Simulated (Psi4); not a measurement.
Intermolecular potential of CHN ··· H3O+ (SMILES C#N and [OH3+]) (charge +1). Monomers: optimised at B3LYP-D3(BJ) (def2-TZVP), held rigid. Orientation: lowest of the rigid-body minima from ten starts at GFN2-xTB. The monomers approach along the line of their centres of mass (distance R); nothing else relaxes.

PBE/def2-TZVP, counterpoise-corrected (Psi4); PBE-D3(BJ)/def2-TZVP, counterpoise-corrected (Psi4); SAPT0/jun-cc-pVDZ, frozen core (Psi4).

Interaction energies in kJ/mol; the last columns give the difference from SAPT0:

```tsv
R / Å	PBE/def2-TZVP	PBE-D3(BJ)/def2-TZVP	SAPT0/jun-cc-pVDZ	PBE/def2-TZVP − SAPT0/jun-cc-pVDZ	PBE-D3(BJ)/def2-TZVP − SAPT0/jun-cc-pVDZ
2.88	-116.18	-119.29	-120.19	4.02	0.91
3.05	-135.90	-138.88	-134.81	-1.09	-4.08
3.23	-134.44	-137.15	-131.09	-3.35	-6.06
3.48	-118.35	-120.65	-114.83	-3.52	-5.81
3.78	-95.62	-97.45	-93.85	-1.77	-3.60
4.04	-78.65	-80.11	-78.36	-0.29	-1.75
4.55	-54.90	-55.79	-56.34	1.45	0.55
5.24	-36.68	-37.10	-39.05	2.37	1.95
6.22	-23.72	-23.86	-26.05	2.33	2.19
7.58	-15.20	-15.23	-16.86	1.66	1.63
```

PBE/def2-TZVP is furthest from SAPT0/jun-cc-pVDZ at 2.88 (4.02 kJ/mol, above); its mean absolute difference over the points is 2.18 kJ/mol.

PBE-D3(BJ)/def2-TZVP is furthest from SAPT0/jun-cc-pVDZ at 3.23 (-6.06 kJ/mol, below); its mean absolute difference over the points is 2.85 kJ/mol.
